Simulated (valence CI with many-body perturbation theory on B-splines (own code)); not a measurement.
**Ni XV: calculated level list**

Computed by configuration interaction combined with many-body perturbation theory (CI+MBPT): four valence electrons over a frozen Dirac-Fock core [Ne], a basis of 11 s, 11 p, 9 d, 7 f, 5 g, 2 h, 1 i functions for each j, with the one-electron correlation potential Σ1 (screened to all orders), the two-electron term Σ2, the three-electron term Σ3, Breit, model QED; selected single and double excitations, second order for the rest (own B-spline code, finite nucleus).

No measured levels were compared; by estimate levels of excited configurations hold to 0.05 to 0.15 % of their energy, terms of the ground configuration to about 0.5 %.

Levels 1 to 45 of 71, with energies above the lowest level, 3s2 3p2 3P_0. "Leading %" is the weight of the configuration and term that name the level; weights of strongly mixed levels are sums over their largest components and can fall short. In the jj column 3d3/2^4 stands for four electrons in 3d with j = 3/2.

```
No.  Configuration  Term  J  E (eV)  Leading %      g                   Leading jj    Second component
  1        3s2 3p2    3P  0    0.00         92                 3s^2 3p1/2^2 (84 %)      5 % 3s2 3p2 1S
  2        3s2 3p2    3P  1    1.85         97  1.500      3s^2 3p1/2 3p3/2 (97 %)                    
  3        3s2 3p2    3P  2    3.40         83  1.426      3s^2 3p1/2 3p3/2 (69 %)     14 % 3s2 3p2 1D
  4        3s2 3p2    1D  2    7.81         83  1.073          3s^2 3p3/2^2 (69 %)     14 % 3s2 3p2 3P
  5        3s2 3p2    1S  0   13.88         90                 3s^2 3p3/2^2 (82 %)      5 % 3s2 3p2 3P
  6         3s 3p3   5S°  2   31.56         97  1.991      3s 3p1/2 3p3/2^2 (52 %)                    
  7         3s 3p3   3D°  1   41.58         82  0.556      3s 3p1/2^2 3p3/2 (40 %)  10 % 3s2 3p 3d 3D°
  8         3s 3p3   3D°  2   41.62         80  1.196      3s 3p1/2 3p3/2^2 (57 %)   9 % 3s2 3p 3d 3D°
  9         3s 3p3   3D°  3   42.25         88  1.333      3s 3p1/2 3p3/2^2 (88 %)  10 % 3s2 3p 3d 3D°
 10         3s 3p3   3P°  0   47.63         89             3s 3p1/2 3p3/2^2 (89 %)   9 % 3s2 3p 3d 3P°
 11         3s 3p3   3P°  1   47.81         84  1.451      3s 3p1/2 3p3/2^2 (62 %)   9 % 3s2 3p 3d 3P°
 12         3s 3p3   3P°  2   47.95         71  1.432            3s 3p3/2^3 (46 %)   8 % 3s2 3p 3d 3P°
 13         3s 3p3   1D°  2   52.43         50  1.044      3s 3p1/2 3p3/2^2 (36 %)  37 % 3s2 3p 3d 1D°
 14         3s 3p3   3S°  1   59.32         70  1.736      3s 3p1/2 3p3/2^2 (55 %)     23 % 3s 3p3 1P°
 15      3s2 3p 3d   3F°  2   61.13         95  0.673      3s^2 3p1/2 3d3/2 (75 %)                    
 16      3s2 3p 3d   3F°  3   62.37         96  1.084      3s^2 3p1/2 3d5/2 (54 %)                    
 17         3s 3p3   1P°  1   63.19         63  1.253            3s 3p3/2^3 (55 %)     24 % 3s 3p3 3S°
 18      3s2 3p 3d   3F°  4   64.28         97  1.249      3s^2 3p3/2 3d5/2 (97 %)                    
 19      3s2 3p 3d   3P°  2   68.92         45  1.273      3s^2 3p1/2 3d5/2 (69 %)  20 % 3s2 3p 3d 1D°
 20      3s2 3p 3d   3P°  1   70.18         44  1.007      3s^2 3p1/2 3d3/2 (65 %)  42 % 3s2 3p 3d 3D°
 21      3s2 3p 3d   1D°  2   71.23         35  1.127      3s^2 3p3/2 3d5/2 (32 %)     22 % 3s 3p3 1D°
 22      3s2 3p 3d   3P°  0   71.64         88             3s^2 3p3/2 3d3/2 (88 %)      9 % 3s 3p3 3P°
 23      3s2 3p 3d   3P°  1   72.26         43  0.999      3s^2 3p3/2 3d3/2 (77 %)  43 % 3s2 3p 3d 3D°
 24      3s2 3p 3d   3D°  3   72.56         85  1.325      3s^2 3p3/2 3d5/2 (53 %)      9 % 3s 3p3 3D°
 25      3s2 3p 3d   3D°  2   72.71         58  1.259      3s^2 3p3/2 3d3/2 (43 %)  25 % 3s2 3p 3d 3P°
 26      3s2 3p 3d   1F°  3   79.19         95  1.005      3s^2 3p3/2 3d3/2 (39 %)                    
 27      3s2 3p 3d   1P°  1   81.21         84  0.992      3s^2 3p3/2 3d5/2 (63 %)      9 % 3s 3p3 1P°
 28            3p4    3P  2   86.21         52  1.430       3p1/2^2 3p3/2^2 (59 %)   29 % 3s 3p2 3d 3P
 29            3p4    3P  1   88.61         58  1.496         3p1/2 3p3/2^3 (58 %)   39 % 3s 3p2 3d 3P
 30            3p4    3P  0   89.00         56              3p1/2^2 3p3/2^2 (34 %)   36 % 3s 3p2 3d 3P
 31            3p4    1D  2   90.23         56  1.068         3p1/2 3p3/2^3 (59 %)   24 % 3s 3p2 3d 1D
 32      3s 3p2 3d    5F  1   90.43         96  0.031      3s 3p1/2^2 3d3/2 (43 %)                    
 33      3s 3p2 3d    5F  2   90.84         94  1.022  3s 3p1/2 3p3/2 3d3/2 (45 %)    4 % 3s 3p2 3d 5D
 34      3s 3p2 3d    5F  3   91.50         92  1.266  3s 3p1/2 3p3/2 3d3/2 (43 %)    6 % 3s 3p2 3d 5D
 35      3s 3p2 3d    5F  4   92.45         94  1.357  3s 3p1/2 3p3/2 3d5/2 (66 %)    6 % 3s 3p2 3d 5D
 36      3s 3p2 3d    5F  5   93.65         98  1.397      3s 3p3/2^2 3d5/2 (56 %)                    
 37      3s 3p2 3d    5D  0   93.98         98         3s 3p1/2 3p3/2 3d3/2 (82 %)                    
 38      3s 3p2 3d    5D  1   94.09         96  1.479  3s 3p1/2 3p3/2 3d3/2 (64 %)                    
 39      3s 3p2 3d    5D  2   94.27         90  1.466  3s 3p1/2 3p3/2 3d3/2 (41 %)    4 % 3s 3p2 3d 5F
 40      3s 3p2 3d    5D  3   94.54         84  1.461  3s 3p1/2 3p3/2 3d3/2 (28 %)    6 % 3s 3p2 3d 5F
 41      3s 3p2 3d    5D  4   95.08         83  1.462  3s 3p1/2 3p3/2 3d5/2 (56 %)   11 % 3s 3p2 3d 3F
 42      3s 3p2 3d    3F  2   97.08         91  0.683  3s 3p1/2 3p3/2 3d3/2 (36 %)      6 % 3s2 3d2 3F
 43      3s 3p2 3d    3F  3   97.94         86  1.109  3s 3p1/2 3p3/2 3d5/2 (37 %)      6 % 3s2 3d2 3F
 44      3s 3p2 3d    3F  4   99.26         80  1.277      3s 3p3/2^2 3d5/2 (71 %)   11 % 3s 3p2 3d 5D
 45      3s 3p2 3d    5P  3  100.33         94  1.654  3s 3p1/2 3p3/2 3d5/2 (50 %)
```

Names give the largest LS component (configuration and term), which can be under half, so a name can repeat, a term be missing and a line seem to break the LS rules; names also repeat where a configuration has a term twice.

The ionisation energy to 3s2 3p 2P°_1/2 of the next ion comes out as 462.11 eV (NIST: 462.8 ± 1.1 eV (semi-empirical)). All 71 levels together are meant to be complete up to 116.82 eV.
